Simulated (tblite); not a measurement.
Isomers of C5H11O2PSi2. Method: GFN2-xTB as coded in tblite; computed harmonic values from a numerical Hessian at the method's own geometry, unscaled. This tight-binding method is rough: wavenumbers can miss measured ones by several per cent, in bad cases by 10 to 20. Modes of hydrogen on phosphorus and silicon can be 10 to 20 % off. One conformer each.

Electronic energies: GFN2-xTB at the same geometries; isomer energies are rough at this level and their order can be wrong.

```json
{"SMILES": "C=C(C)C(=O)C(=O)[SiH2][SiH2]P", "electronic energy, lowest = 0 (kcal/mol)": "30.1"}
{"SMILES": "COC(=O)C#C[SiH2]P[SiH2]C", "electronic energy, lowest = 0 (kcal/mol)": "20.9"}
{"SMILES": "C#C[C@@H](C)[Si@@H](OC=O)[SiH2]P", "electronic energy, lowest = 0 (kcal/mol)": "0.0"}
{"SMILES": "O=C([SiH2][SiH2]P)C(=O)C1CC1", "electronic energy, lowest = 0 (kcal/mol)": "26.9"}
```

How do GFN2-xTB zero-point energies change the relative energies?

```
                          SMILES  ZPE (kcal/mol)  of it from modes above 1550 cm⁻¹  electronic (kcal/mol)  with ZPE, lowest = 0 (kcal/mol)  lowest mode (cm⁻¹)  rings
C#C[C@@H](C)[Si@@H](OC=O)[SiH2]P            87.6                              47.9                    0.0                              0.0                  20      0
        COC(=O)C#C[SiH2]P[SiH2]C            87.1                              47.7                   20.9                             20.4                   6      0
    O=C([SiH2][SiH2]P)C(=O)C1CC1            87.1                              46.4                   26.9                             26.4                 11i      1
   C=C(C)C(=O)C(=O)[SiH2][SiH2]P            85.9                              48.5                   30.1                             28.5                  28      0
```

The zero-point energies span 1.7 kcal/mol, from `C=C(C)C(=O)C(=O)[SiH2][SiH2]P` to `C#C[C@@H](C)[Si@@H](OC=O)[SiH2]P`. Slightly imaginary modes are left out of the zero-point energy: `O=C([SiH2][SiH2]P)C(=O)C1CC1` 10.5i cm⁻¹. The order is unchanged.
